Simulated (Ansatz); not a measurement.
Calculated with Ansatz (gas phase, PBE0-D4/def2-TZVP geometries, no zero-point term in ΔE). CCSD(T)/CBS adds triple-zeta CCSD(T) − MP2 to the extrapolated MP2 energy (def2 sets, frozen cores). DFT in def2-TZVPP. def2 core potentials past Kr. For I, In outer-core shells are correlated without core-valence functions, which leaves a few kJ/mol of doubt a bond.

`[CH3][Al]([CH3])[InH2]` + HI → `[InH2][I]` + `[CH3][AlH][CH3]`  (cleavage of the In–Al bond)

CCSD(T)/CBS gives -28.2 kcal/mol.

(1) Another level gave -25.2 kcal/mol. Which?
A. LDA (SPW92)/def2-TZVPP
B. r2SCAN0/def2-TZVPP
C. revPBE/def2-TZVPP
D. PBE0/def2-TZVPP

Largest T1 diagnostic among the species: 0.013.

Results:

(1) C. revPBE -25.2, r2SCAN0 -28.6, LDA (SPW92) -23.8, PBE0 -26.7 kcal/mol.

From r2SCAN to r2SCAN0 (25 % exact exchange), in def2-TZVPP and without D4, ΔE moves by −0.8 kcal/mol. Leaving LDA and LC-ωPBE aside and taking each functional with its dispersion term where it has one, the values, not all of them listed here, spread over 5.1 kcal/mol, from BHLYP-D4 to revPBE-D4. LDA lies +1.1 kcal/mol from PBE without D4.

CCSD(T)/CBS has its own doubt, a few kJ/mol and more with outer-core shells, so smaller differences from it don't rank the levels.
